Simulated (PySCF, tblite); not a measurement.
Isomers of C6H10F2Si, one GFN2-xTB conformer each. Single-point energies are computed at PBE0/pcSseg-1 (PySCF, gas phase, no added dispersion term), electronic only.

**Question.** Rank them by PBE0/pcSseg-1 energy, lowest first (kcal/mol).
A. `[F:1]/[CH:2]=[C:3](/[F:4])[C@@H:5]([SiH3:6])[CH:7]1[CH2:8][CH2:9]1` with C2–C3–C5–Si6 111°, C3–C5–C7–C8 156°
B. `[CH:1]#[C:2][CH2:3][C@@:4]([F:5])([CH2:6][F:7])[SiH2:8][CH3:9]` with C2–C3–C4–F5 177°, C3–C4–C6–F7 156°, C3–C4–Si8–C9 155°
C. `[CH3:1]/[C:2]([CH2:3][CH:4]([F:5])[F:6])=[C:7]1\[CH2:8][SiH2:9]1` with C1–C2–C3–C4 85°, C2–C3–C4–F5 67°

**Answer.** C (0.0), A (5.5), B (9.8).

As drawn, the lowest has a three-membered ring, two fluorines on one carbon and a C=C bond outside aromatic rings, which the highest lacks; the highest has a C≡C bond, which the lowest lacks. GFN2-xTB itself gives, in the same order: 14.8, 0.0, 18.0. GFN2-xTB puts F/C=C(/F)[C@@H]([SiH3])C1CC1 lowest instead; measured from each level's own lowest isomer, the values differ by up to 14.8 kcal/mol (C/C(CC(F)F)=C1\C[SiH2]1: 14.8 against 0.0).

**Question.** Which frontier levels, dipoles and rotational constants go with these structures?

**Answer.** 
```tsv
SMILES	HOMO (eV, PBE0/pcSseg-1)	LUMO (eV)	dipole (D)	A, B, C (MHz)
C/C(CC(F)F)=C1\C[SiH2]1	-7.19	-0.36	2.15	2054, 812.9, 646.3
F/C=C(/F)[C@@H]([SiH3])C1CC1	-6.96	0.32	0.82	1456, 1025, 827.1
C#CC[C@@](F)(CF)[SiH2]C	-8.07	0.54	1.41	1728, 983.2, 918.0
```

**Question.** What happens when harmonic zero-point energies from GFN2-xTB frequencies are added?

**Answer.** 
| SMILES | ZPE (kcal/mol) | electronic (kcal/mol) | with ZPE (kcal/mol) |
| --- | --- | --- | --- |
| C/C(CC(F)F)=C1\C[SiH2]1 | 88.0 | 0.0 | 0.0 |
| F/C=C(/F)[C@@H]([SiH3])C1CC1 | 87.1 | 5.5 | 4.7 |
| C#CC[C@@](F)(CF)[SiH2]C | 86.5 | 9.8 | 8.3 |

The zero-point energies span 1.5 kcal/mol. The order is unchanged.
